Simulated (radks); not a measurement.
Question: Radial electron density D(r) = 4 pi r^2 rho(r) of an atom or ion with 2 electrons. Method: Dirac Kohn-Sham, PBEsol, spin-unpolarised, spherical densities, finite nucleus; Fermi nuclear charge, rms radius of each element as measured or else 0.836 A^(1/3) + 0.57 fm; computed with a radial shooting solver on a logarithmic mesh with Libxc functionals.

r (bohr),D(r) (e/bohr)
0.003336,0.6413
0.004042,0.9115
0.004897,1.288
0.005934,1.807
0.00719,2.512
0.008711,3.456
0.01056,4.694
0.01279,6.278
0.0155,8.239
0.01878,10.57
0.02275,13.19
0.02757,15.93
0.0334,18.47
0.04047,20.41
0.04904,21.27
0.05942,20.65
0.072,18.41
0.08724,14.80
0.1057,10.51
0.1281,6.418
0.1552,3.268
0.188,1.335
0.2278,0.4181
0.2761,0.09473
0.3345,0.01451
0.4053,0.001383

What is the nuclear charge?

Answer: Z = 20. The innermost maximum, from 1s, lies near gamma/Z bohr with gamma = sqrt(1 - (Z/c)^2) = 0.989, here 0.0495 bohr (found: 0.0502), and its height grows with Z. The density is that of the calcium ion Ca18+ in [He]; the configuration itself is not fixed sharply by these data, and Z only to about a unit. D(r) has 1 maximum, at r = 0.0502 bohr.
